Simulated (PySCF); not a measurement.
Molecule: C3H10NSi, charge -1, multiplicity 1. It need not be the lowest isomer of its formula. Whether it binds its extra electron was not tested at this geometry. 
Geometry from a B3LYP-D3(BJ)/def2-TZVP (Ansatz) optimisation:
```xyz
15

C      1.7389    -0.0897    -0.5728
Si    -0.0007     0.0478     0.2001
C     -0.9222     1.2774    -0.9691
C     -0.8434    -1.6229    -0.2759
N      0.1417     0.4341     1.8005
H      2.2750     0.8579    -0.4660
H      2.3216    -0.8577    -0.0560
H      1.7025    -0.3451    -1.6376
H     -0.9051     0.9637    -2.0206
H     -0.4684     2.2713    -0.9022
H     -1.9713     1.3771    -0.6686
H     -0.8296    -1.8177    -1.3558
H     -1.8896    -1.6298     0.0500
H     -0.3400    -2.4545     0.2272
H     -0.7174     0.5379     2.3325
```
Charge -1, spin multiplicity 1.

Dispersion corrections to the total energy (kcal/mol) from the dftd3 and dftd4 libraries through PySCF: D3(BJ) without and D4 with the three-body term, each with the damping fitted for the functional named.

```
functional  D3(BJ)      D4
----------  ------  ------
PW6B95       -3.99   -7.14
PBE0         -6.71     ___
LC-wPBE      -7.33   -9.31
HSE06        -5.19   -6.67
B3LYP       -13.18  -13.36
HF             ___  -28.40
BLYP           ___  -18.18
```

Some entries are withheld; supply them.


- PBE0, D4: -7.17
- HF, D3(BJ): -54.79
- BLYP, D3(BJ): -16.05
